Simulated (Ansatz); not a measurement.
A nudged elastic band was laid between two geometries of H6InNOSi (10 atoms, charge 0, multiplicity 1).

Level of theory: RKS B3LYP/def2-SVP in Ansatz.

- movable images: 7
- climbing image: yes
- spring: 5.0 eV/Å²
- optimiser: quadratic models (default)
- start path: through a guess of the saddle point
- force threshold: 0.05 eV/Å
- iteration limit: 60
- end points: relaxed

First end point:

```xyz
10
Properties=species:S:1:pos:R:3
N -0.644 -0.032 -0.142
Si 0.040 -1.645 0.019
In -0.201 1.946 1.665
O 0.663 2.283 -0.227
H -1.596 0.001 -0.506
H -0.072 0.685 -0.628
H 0.364 -2.316 -1.278
H -0.954 -2.493 0.737
H 1.295 -1.542 0.814
H 1.189 3.061 -0.450
```

Last end point:

```xyz
10
Properties=species:S:1:pos:R:3
N -2.087 -0.439 -0.817
Si -0.594 -0.411 0.105
In 0.109 1.644 1.944
O 2.218 1.056 0.622
H -2.290 -1.215 -1.444
H -2.429 0.429 -1.219
H 0.656 -0.510 -0.817
H -0.511 -1.777 0.745
H 3.090 0.769 0.928
H 1.921 0.402 -0.045
```

**Question.** Which bonds break or form, and what moves?

**Answer.** Bonds broken: Si2–H9. Bonds formed: Si2–In3, O4–H9. H5NSi + HInO becomes H6InNOSi.

**Question.** What energy profile does the band end with?

**Answer.** The forces met the threshold. The highest image is number 3 of 0 to 8, 26.4 kcal/mol above the first end and 3.3 kcal/mol above the last; the last end lies 23.1 kcal/mol above the first. The profile has 2 maxima (images 3, 6) with wells between them (image 5): this band takes more than one step, which may be the mechanism or a detour left from its start path. A structure lower than the last end lies on the path between it and the top, so the climb from that side starts below the end, which may itself be a saddle point or a shallow side well. A vibrational analysis at the climbing image gives one clearly imaginary mode, 114i cm⁻¹: a first-order saddle point. The orbitals stay closed-shell, which can raise the energy where a bond breaks towards radicals; this wasn't checked here.

| image | path coordinate (Å) | energy (kcal/mol) | Si2–H9 (Å) | Si2–In3 (Å) | O4–H9 (Å) |
| --- | --- | --- | --- | --- | --- |
| 0 | 0.00 | 0.0 | 1.49 | 3.96 | 4.01 |
| 1 | 1.59 | 1.8 | 1.49 | 3.83 | 3.15 |
| 2 | 3.17 | 4.9 | 1.48 | 3.78 | 2.53 |
| 3 | 4.76 | 26.4 | 2.09 | 3.63 | 1.05 |
| 4 | 6.67 | 24.3 | 2.61 | 2.88 | 0.98 |
| 5 | 8.59 | 22.9 | 3.50 | 2.82 | 0.97 |
| 6 | 10.50 | 24.3 | 4.21 | 2.77 | 0.97 |
| 7 | 12.41 | 24.0 | 4.12 | 2.83 | 0.97 |
| 8 | 14.33 | 23.1 | 3.96 | 2.85 | 0.97 |

**Question.** What is the geometry of the highest image?

**Answer.** 
```xyz
10
Properties=species:S:1:pos:R:3
N -1.166 -0.047 -0.228
Si 0.367 -1.208 -0.371
In -0.788 1.795 1.299
O 1.445 1.387 0.720
H -2.039 -0.545 -0.035
H -1.315 0.400 -1.139
H -0.031 -1.992 -1.613
H -0.081 -2.194 0.697
H 1.479 0.450 0.240
H 2.213 1.903 0.433
```

Time of the run: 7.2 min on 2 threads of Intel(R) Xeon(R) 6975P-C (Granite Rapids), on a shared host, peak memory 0.27 GiB.
